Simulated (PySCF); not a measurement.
Computed shifts of a molecule C2H6BF2N, PySCF with PBE/pcSseg-1, GIAO, gas phase, equivalent atoms averaged, in ppm (number of nuclei): ¹³C: 41.5 (1), 23.2 (1). ¹⁵N: 89.7 (1). ¹⁹F: -159.0 (1), -169.4 (1). ¹H: 3.38 (1), 3.11 (1), 2.41 (1), 1.32 (3). References: ¹³C against TMS (σ = 182.0 ppm); ¹⁵N against NH3 (σ = 267.0 ppm); ¹¹B against BF3 (σ = 83.9 ppm); ¹⁹F against CFCl3 (σ = 133.6 ppm); ¹H against TMS (σ = 31.49 ppm), references at their B3LYP-D3(BJ)/def2-TZVP geometries, non-relativistic. Coordinates come from a PBE0-D3(BJ)/def2-SVP optimisation. One conformer was computed; it need not be the lowest.

**Question.** Which molecule gave these data?
(A) CN(C)B(F)F
(B) CNB(F)CF
(C) C[C@@H](F)B(N)F
(D) CCNB(F)F

**Answer.** D, CCNB(F)F
